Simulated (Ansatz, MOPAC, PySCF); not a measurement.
Species: AsH$_{2}$, charge -1, multiplicity 1. SMILES: [AsH2-]
Geometry from a B3LYP-D3(BJ)/def2-TZVP (Ansatz, a first-principles code) optimisation:
```
As
H 1 1.5469
H 1 1.5469 2 90.71
```
Charge -1, spin multiplicity 1.

Unscaled harmonic wavenumbers (cm⁻¹) in rising order, each level at the stationary point that it reaches from this structure (no distance between atoms moves by over 0.3 Å); the order of modes can differ between levels, and a negative number is imaginary. B3LYP-D3(BJ)/def2-TZVP (PySCF, at the structure above): 973, 2017, 2018.

AM1 (MOPAC): 910, 2142, 2176. Zero-point energy 7.5 against 7.2 kcal/mol; where all levels lie over 400 cm⁻¹, the wavenumbers are on average 1.025 times those of B3LYP-D3(BJ)/def2-TZVP.

PM3 (MOPAC): 873, 2206, 2234. Zero-point energy 7.6 against 7.2 kcal/mol; where all levels lie over 400 cm⁻¹, the wavenumbers are on average 1.032 times those of B3LYP-D3(BJ)/def2-TZVP.

HF/6-31G* with LANL2DZ past Ar (Ansatz): 1075, 2011, 2036. Zero-point energy 7.3 against 7.2 kcal/mol; where all levels lie over 400 cm⁻¹, the wavenumbers are on average 1.037 times those of B3LYP-D3(BJ)/def2-TZVP.
